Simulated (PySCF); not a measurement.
# Ga (gallium, neutral) across methods

[Ar] 3d10 4s2 4p1, 2P determinant. Computed with PySCF 2.14 in aug-cc-pwCVDZ-PP with ECP10MDF (6s5p4d1f, 48 functions), with a scalar-relativistic core potential.

| method | E (hartree) | mean ε 4s α (eV) | mean ε 4s β (eV) | mean ε 4p α (eV) | Σ⟨r²⟩ (bohr²) | ⟨S²⟩ |
| --- | --- | --- | --- | --- | --- | --- |
| wB97X | -259.4710 | -12.626 | -11.840 | -5.539 | 38.99 | 0.752 |
| r2SCAN0 | -259.3168 | -10.396 | -9.591 | -3.932 | 38.95 | 0.756 |
| PBE | -259.4476 | -9.088 | -8.513 | -2.925 | 39.70 | 0.752 |
| LDA | -259.0192 | -9.361 | -8.843 | -2.915 | 39.42 | 0.751 |
| revPBE | -259.5032 | -9.005 | -8.406 | -2.921 | 39.77 | 0.753 |
| UHF | -258.29144 | -12.682 | -11.028 | -5.809 | 40.07 | 0.762 |
| PW91 | -259.5508 | -9.163 | -8.584 | -2.956 | 39.60 | 0.752 |
| r2SCAN | -259.3329 | -9.388 | -8.789 | -3.181 | 38.94 | 0.756 |

**Question.** Estimate the same row for PBE0.

**Answer.** E (hartree) = -259.4030; mean ε 4s α (eV) = -10.161; mean ε 4s β (eV) = -9.352; mean ε 4p α (eV) = -3.748; Σ⟨r²⟩ (bohr²) = 39.36; ⟨S²⟩ = 0.753.

Energies and moments cover only the electrons outside the core potential.
